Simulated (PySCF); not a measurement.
Molecule: `[NH3+][BH2-]OC`, CH$_{8}$BNO.

Atoms are numbered as in `[CH3:1][O:2][BH2-:3][NH3+:4]`; H(Xn) means a hydrogen on atom n.

Spin–spin couplings on one PBE0-D3(BJ)/def2-SVP geometry, PySCF, gas phase, non-relativistic, equivalent pairs averaged (spin–dipole term only in couplings to heteroatoms); isotopes ¹³C, ¹H, ¹¹B, ¹⁵N, ¹⁷O; functional B3LYP.

**Question.** How do the couplings (Hz) change with the basis set? Times are CPU seconds on shared hosts with different chips, so compare them loosely. Far from the basis limit: 6-31G*, pcJ-0, def2-TZVP, cc-pVTZ.

**Answer.** 
```
basis set  functions  ¹J(C1,H(C1))  ¹J(B3,H(B3))  ¹J(N4,H(N4))  ¹J(O2,B3)  ¹J(C1,O2)  ¹J(B3,N4)  ²J(H(N4),H(N4))  core-s
   6-31G*         72         146.0         131.6         -68.9      -10.5       10.3       -2.6            -12.7     5.3
    pcJ-0         76         118.6         108.1         -56.5        2.0       28.5        0.1            -11.7       4
def2-TZVP        172         134.2         117.1         -65.8       -2.3       25.1        1.1            -11.1      12
    pcJ-1        188         141.6         122.7         -71.0       -2.1       21.6        0.5            -11.6      19
  cc-pVTZ        232         126.6         119.0         -59.4       -3.6       24.8        2.1            -10.1      20
```

The Fermi-contact term samples the wavefunction at the nucleus, which is why sets with added tight s functions (names with J) are made for couplings.
